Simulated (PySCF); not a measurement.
C4H11N3P2.
Z-matrix (Å and degrees, PBE0-D3(BJ)/def2-SVP geometry), rows numbered from 1:
```
C 
N   1  1.4371
C   2  1.3969  1  123.80
C   3  1.3480  2  112.11  1   174.78
N   4  1.3957  3  112.24  2    -0.54
C   5  1.4383  4  124.08  3  -177.24
P   2  1.7088  1  122.30  3   167.02
N   7  1.5593  2  122.12  1    52.84
P   7  2.2124  2  112.84  1   -69.38
H   1  1.1056  2  112.70  3   -69.00
H   1  1.1000  2  108.67  3   170.71
H   1  1.1019  2  110.80  3    52.71
H   3  1.0887  2  120.41  1    -7.87
H   4  1.0887  3  127.36  2   177.02
H   6  1.1045  5  112.50  4    65.24
H   6  1.0999  5  108.66  4  -174.80
H   6  1.1025  5  111.11  4   -56.67
H   8  1.0219  7  113.96  2    53.95
H   9  1.4311  7   93.72  2   -27.02
H   9  1.4261  7   93.89  2    67.40
```

Computed at PBE0/pcSseg-1 (PySCF, non-relativistic), with Q(14N) = 0.02044 b: N2, 14N (I = 1): χzz = -4.859 MHz, η = 0.171; N8, 14N (I = 1): χzz = 2.808 MHz, η = 0.180.

Task: Find the zero-field quadrupole resonance frequencies of 14N at N2.

Result: From ν± = (3/4)|χ|(1 ± η/3) and ν0 = |χ|η/2: ν+ 3.852 MHz, ν− 3.436 MHz, ν0 0.416 MHz (nitrogen bonded to 2 C and P).

Task: Where would the pure quadrupole (NQR) lines of 14N at N8 fall for the rigid, isolated species?

Result: From ν± = (3/4)|χ|(1 ± η/3) and ν0 = |χ|η/2: ν+ 2.233 MHz, ν− 1.980 MHz, ν0 0.253 MHz (nitrogen bonded to P and H).

In a crystal, neighbours and librations shift these lines. The basis is small and wasn't made for field gradients, so the couplings can be 20 % off.

One conformer stands for the species.
